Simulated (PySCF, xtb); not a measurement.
Sb(SiH3)(TeH)2 (H₅SbSiTe₂), SMILES [SiH3][Sb]([TeH])[TeH].

Harmonic wavenumbers (cm⁻¹) from GFN2-xTB in xtb at its own minimum, in rising order: 61, 65, 75, 78, 99, 111, 190, 200, 298, 406, 420, 531, 539, 756, 793, 807, 1891, 1907, 2254, 2289, 2303.

### Question
What does PBE0-D3(BJ)/def2-SVP in PySCF 2.14.0 give at its own minimum? (The exact figures need the calculation; the answer reports its results.)

### Answer
55, 58, 77, 86, 121, 138, 182, 188, 310, 492, 495, 571, 572, 851, 923, 931, 2138, 2138, 2219, 2239, 2246. Paired by order, the mean absolute difference is 62 cm⁻¹ and the zero-point energies are 23.0 and 24.3 kcal/mol.
